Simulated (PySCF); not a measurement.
SeI2, SMILES I[Se]I.

Geometry optimised at B3LYP-D3(BJ)/def2-SVP. The def2 effective core potentials stand for the cores of I; spin–orbit coupling is left out.

The numbers are results of TDDFT-PBE0/def2-SVPD run with PySCF, not measurements.

Vertical excitations.  State labels are in the subgroup C2v.

Computed UV-visible absorptions:
```
state  symmetry  energy (eV)  λ (nm)      f                            main pairs
-----  --------  -----------  ------  -----  ------------------------------------
S1           B1         1.72     723  0.001                       HOMO→LUMO 100 %
S2           A2         2.34     530  0.000                      HOMO→LUMO+1 99 %
S3           B2         3.13     396  0.022                      HOMO−1→LUMO 90 %
S4           A2         3.18     390  0.000                      HOMO−2→LUMO 98 %
S5           A1         3.35     370  0.004  HOMO−3→LUMO 86 %, HOMO−1→LUMO+1 14 %
S6           A1         3.74     332  0.000  HOMO−1→LUMO+1 86 %, HOMO−3→LUMO 14 %
S7           B1         3.86     321  0.001                    HOMO−2→LUMO+1 94 %
S8           B1         4.33     286  0.001                      HOMO−4→LUMO 94 %
S9           B2         4.44     279  0.126                    HOMO−3→LUMO+1 84 %
S10          A2         4.95     251  0.000                    HOMO−4→LUMO+1 99 %
T1           B1         1.17    1058      0                        HOMO→LUMO 98 %
T2           A2         1.77     701      0                      HOMO→LUMO+1 93 %
T3           B2         2.49     497      0                      HOMO−1→LUMO 93 %
T4           A1         2.78     446      0  HOMO−3→LUMO 80 %, HOMO−1→LUMO+1 18 %
```
Triplets are in the Tamm–Dancoff approximation, which puts them higher than full response would, so one can lie above its singlet here.
